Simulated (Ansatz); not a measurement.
Program: Ansatz. Geometries: PBE0-D4/def2-TZVP. ΔE: electronic, gas phase. CCSD(T)/CBS adds triple-zeta CCSD(T) − MP2 to the extrapolated MP2 energy (def2 sets, frozen cores). This one scheme is used for every species. Functionals use def2-TZVPP. B3LYP here is the variant with VWN-RPA as its local correlation; programs differ in this. For Ge outer-core shells are correlated without core-valence functions, which leaves a few kJ/mol of doubt a bond. Scalar relativity is left out up to krypton. Each species was taken in one conformer, which may not be the lowest.

Consider the redistribution: `C[SiH](Cl)Cl` + `[SiH3]C[CH2][GeH3]` → `Cl[SiH](Cl)C[CH2][GeH3]` + `C[SiH3]`.

Problem. Is it downhill or uphill in electronic energy at CCSD(T)/CBS, and by how much? (An estimate is asked.)

Solution. Computed: Nearly level: ΔE = +1.5 kJ/mol.

Problem. What do these levels give: r2SCAN-D4, PBE0-D4, B3LYP-D4, ωB97M-V, B2PLYP, B3LYP, MP2/def2-TZVPP, CCSD/def2-TZVPP, CCSD(T)/def2-TZVPP, MP2/def2-QZVPP, HF/CBS(def2), MP2/CBS(def2)? (An estimate is asked.)

Solution. Computed: r2SCAN-D4 2.3, PBE0-D4 1.1, B3LYP-D4 0.6, ωB97M-V 0.7, B2PLYP 4.5, B3LYP 7.0, MP2/def2-TZVPP 0.3, CCSD/def2-TZVPP 1.9, CCSD(T)/def2-TZVPP 0.8, MP2/def2-QZVPP 0.9, HF/CBS(def2) 8.8, MP2/CBS(def2) 1.0 kJ/mol.

Largest T1 diagnostic among the species: 0.011.

The D4 term adds −6.4 kJ/mol with B3LYP and −3.8 kJ/mol with PBE0; it sums over pairs of atoms, weighted by their polarisabilities, and B3LYP, whose exchange is more repulsive, gets the larger term. In def2-TZVPP, CCSD(T) changes the Hartree–Fock value by −7.4 kJ/mol (the triples alone add −1.1 kJ/mol) and MP2 by −7.9 kJ/mol.
